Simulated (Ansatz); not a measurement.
```xyz
9

F    -0.2115   -1.4689   -1.7252
Ge   -0.5181   -1.3270   -0.0340
O    -0.6200    0.4297    0.3107
C     0.3791    1.2933    0.1601
F     0.3014    2.2484    1.0819
F     1.5868    0.7070    0.2847
F     0.3555    1.8814   -1.0366
H    -1.9324   -1.8125    0.2521
H     0.6591   -1.9514    0.7063
```

The species carries charge 0 and has multiplicity 1.

Task: List the PBE0/def2-TZVPP orbital energies in eV (Ansatz). (An estimate is asked.)

Result: Computed: Occupied: -10862.01, -1360.15, -1209.99, -1209.97, -1209.95, -675.19, -675.07, -674.99, -673.80, -524.16, -286.31, -172.99, -122.84, -122.79, -122.71, -37.27, -36.06, -35.75, -35.57, -35.56, -35.55, -34.61, -34.52, -32.44, -30.07, -20.03, -18.01, -17.25, -17.20, -15.61, -13.74, -13.65, -13.11, -12.94, -12.84, -12.45, -12.37, -11.89, -11.83, -11.05, -10.62, -10.20. Lowest empty: -0.24, 0.14, 0.36, 2.34, 3.32, 4.48, 4.61, 4.77.
